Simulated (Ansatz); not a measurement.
Two members of one family (Series GeH3X), computed with Ansatz in the gas phase. The two geometries come from different levels. Binding counts from free atoms in the multiplicity of their measured ground term, without zero-point energy. A dash marks a value that wasn't run or was left out as unsound. The structures are stationary points that may keep the symmetry of their start.

First: Ge(CF3)H3 (singlet, charge 0, PBE0-D4/def2-SVP geometry).

```tsv
atom	x (Å)	y (Å)	z (Å)
Ge1	0.323	-0.579	0.760
C2	-0.316	0.566	-0.743
F3	-1.075	-0.127	-1.601
F4	0.707	1.080	-1.439
F5	-1.052	1.594	-0.300
H6	1.237	0.281	1.641
H7	1.087	-1.760	0.148
H8	-0.911	-1.055	1.534
```

```csv
level,HOMO (eV),LUMO (eV),gap (eV),vertical IE (eV),binding per atom (eV)
PBE-D4/def2-SVP,-7.61,-0.16,7.45,–,3.60
PBE-D4/def2-TZVP,-7.83,-0.32,7.51,11.23,3.52
r2SCAN-D4/def2-TZVP,-8.18,0.00,8.19,11.43,3.45
PBE0-D4/def2-SVP,-9.24,0.60,9.84,–,3.47
r2SCAN0-D4/def2-TZVP,-9.59,0.68,10.27,–,3.34
```

Second: Ge(OMe)H3 (singlet, charge 0, PBE-D4/def2-TZVP geometry).

```xyz
9

Ge    0.607   -1.131   -0.486
O    -0.102   -0.197    0.884
C    -0.611    1.095    0.576
H     0.171    1.772    0.184
H    -1.005    1.529    1.508
H    -1.436    1.056   -0.161
H    -0.481   -1.337   -1.574
H     1.059   -2.460    0.150
H     1.798   -0.328   -1.081
```

Question: Estimate the same table for the second.

Answer: 
```
               level  HOMO (eV)  LUMO (eV)  gap (eV)  vertical IE (eV)  binding per atom (eV)
     PBE-D4/def2-SVP      -6.00      -0.39      5.61                 –                   3.40
    PBE-D4/def2-TZVP      -6.19      -0.64      5.54              9.74                   3.39
 r2SCAN-D4/def2-TZVP      -6.52      -0.28      6.23              9.82                   3.37
    PBE0-D4/def2-SVP      -7.62       0.50      8.12                 –                   3.35
r2SCAN0-D4/def2-TZVP      -7.99       0.45      8.44                 –                   3.32
```
